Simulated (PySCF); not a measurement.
# Mayer bond orders and bond lengths

Species: C₈H₉F₃.
Numbering: `[CH2:1]=[C:2](/[CH:3]=[CH:4]/[CH3:5])[C:6](=[CH2:7])[C:8]([F:9])([F:10])[F:11]` (hydrogens: H12, H13 on C1; H14 on C3; H15 on C4; H16, H17, H18 on C5; H19, H20 on C7)

Geometry (GFN2-xTB, Å), atoms numbered from 1 in this order:
```xyz
20
C8H9F3 angstrom
C      0.5896   -1.7076   -1.4478
C      0.2925   -0.6552   -0.6789
C      1.1385   -0.2857    0.4489
C      0.8078    0.5342    1.4435
C      1.6971    0.8510    2.5944
C     -0.9053    0.1603   -0.9662
C     -0.9192    1.4857   -1.0321
C     -2.1738   -0.6066   -1.2496
F     -3.2793    0.1171   -1.0093
F     -2.2631   -0.9975   -2.5369
F     -2.2872   -1.7205   -0.5112
H      1.4680   -2.3005   -1.2603
H     -0.0170   -2.0031   -2.2855
H      2.1001   -0.7820    0.4695
H     -0.1629    1.0119    1.4615
H      1.2138    0.5671    3.5288
H      2.6472    0.3292    2.5153
H      1.8853    1.9237    2.6390
H     -1.8158    2.0355   -1.2624
H     -0.0215    2.0538   -0.8636
```

Bond orders from the PBE0/pcSseg-1 density (PySCF). The structure is a single GFN2-xTB conformer in the gas phase; no vibrational or solvent corrections.

Where do the orders between heavy atoms depart from those drawn in the SMILES?

The largest departure is 0.200, at C3–C4 (drawn double, 1.800).

Set the Mayer orders of the bonds beside their lengths.

```
  bond  drawn as  length (Å)  Mayer order
 C1–C2    double       1.337        1.903
 C2–C3    single       1.457        1.119
 C3–C4    double       1.331        1.800
 C4–C5    single       1.489        1.076
 C2–C6    single       1.477        0.975
 C6–C7    double       1.327        1.966
 C6–C8    single       1.509        0.996
 C8–F9    single       1.343        0.996
C8–F10    single       1.348        0.968
C8–F11    single       1.341        1.010
C1–H12    single       1.076        0.940
C1–H13    single       1.076        0.924
C3–H14    single       1.082        0.945
C4–H15    single       1.082        0.952
C5–H16    single       1.090        0.947
C5–H17    single       1.087        0.969
C5–H18    single       1.090        0.949
C7–H19    single       1.077        0.926
C7–H20    single       1.076        0.940
```

By pair of heavy elements: C–C: lowest C2–C6 (0.975, 1.477 Å), highest C6–C7 (1.966, 1.327 Å); in 3 of the 21 pairs the longer bond (by over 0.003 Å) has the higher order (by 0.02 or more). C–F: lowest C8–F10 (0.968, 1.348 Å), highest C8–F11 (1.010, 1.341 Å).

Sum the orders of all bonds at each heavy atom with more than one neighbour and set the sums beside the valence in the SMILES.

C1 3.767 (drawn 4), C2 3.997 (drawn 4), C3 3.864 (drawn 4), C4 3.828 (drawn 4), C5 3.941 (drawn 4), C6 3.937 (drawn 4), C7 3.832 (drawn 4), C8 3.970 (drawn 4). Orders between atoms that aren't bonded are not in these sums.

The Mayer order sums products of elements of PS (density times overlap matrix) between the two atoms' basis functions, so it depends on the basis set.
